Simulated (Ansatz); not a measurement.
`[BH]1N[SiH2][Zn]1`, relaxed with RKS PBE-D4/def2-SVP in Ansatz from a rough embedded geometry. The force threshold is 0.03 eV/Å; the program also tests the step.

Charge 0, multiplicity 1.

Start:

```xyz
8

B     0.726   -1.194    0.447
N    -0.594   -0.563    0.105
Si   -0.173    1.021   -0.573
Zn    0.735    0.781    1.576
H     1.258   -2.248    0.239
H    -1.114   -0.390    0.988
H     0.532    0.814   -1.917
H    -1.370    1.779   -0.863
```

```json
{"step": "1", "energy (eV)": "-58500.5966", "largest force (eV/Å)": "2.916", "largest move (Å)": "0.000"}
{"step": "2", "energy (eV)": "-58501.3778", "largest force (eV/Å)": "1.484", "largest move (Å)": "0.195"}
{"step": "3", "energy (eV)": "-58501.6254", "largest force (eV/Å)": "0.908", "largest move (Å)": "0.195"}
{"step": "4", "energy (eV)": "-58501.7607", "largest force (eV/Å)": "0.998", "largest move (Å)": "0.190"}
{"step": "5", "energy (eV)": "-58501.9422", "largest force (eV/Å)": "1.087", "largest move (Å)": "0.193"}
{"step": "6", "energy (eV)": "-58502.2102", "largest force (eV/Å)": "1.277", "largest move (Å)": "0.195"}
{"step": "7", "energy (eV)": "-58502.4205", "largest force (eV/Å)": "1.638", "largest move (Å)": "0.193"}
{"step": "8", "energy (eV)": "-58502.6652", "largest force (eV/Å)": "1.245", "largest move (Å)": "0.195"}
{"step": "9", "energy (eV)": "-58502.7944", "largest force (eV/Å)": "0.521", "largest move (Å)": "0.200"}
{"step": "10", "energy (eV)": "-58502.8537", "largest force (eV/Å)": "1.201", "largest move (Å)": "0.195"}
{"step": "11", "energy (eV)": "-58502.9377", "largest force (eV/Å)": "0.360", "largest move (Å)": "0.200"}
{"step": "12", "energy (eV)": "-58502.9502", "largest force (eV/Å)": "0.654", "largest move (Å)": "0.144"}
{"step": "13", "energy (eV)": "-58502.9625", "largest force (eV/Å)": "0.061", "largest move (Å)": "0.030"}
{"step": "14", "energy (eV)": "-58502.9628", "largest force (eV/Å)": "0.035", "largest move (Å)": "0.004"}
{"step": "15", "energy (eV)": "-58502.9628", "largest force (eV/Å)": "0.006", "largest move (Å)": "0.002"}
```

End:

```xyz
8

B     0.635   -1.129    0.919
N    -0.213   -0.527   -0.020
Si   -0.135    1.268   -0.522
Zn    1.572    0.734    1.154
H     0.614   -2.291    1.271
H    -0.936   -1.110   -0.473
H    -0.001    1.250   -2.035
H    -1.538    1.804   -0.294
```

Run time 16 s (4 threads of an Arm Neoverse V2 on a shared host); peak host memory 0.16 GiB.
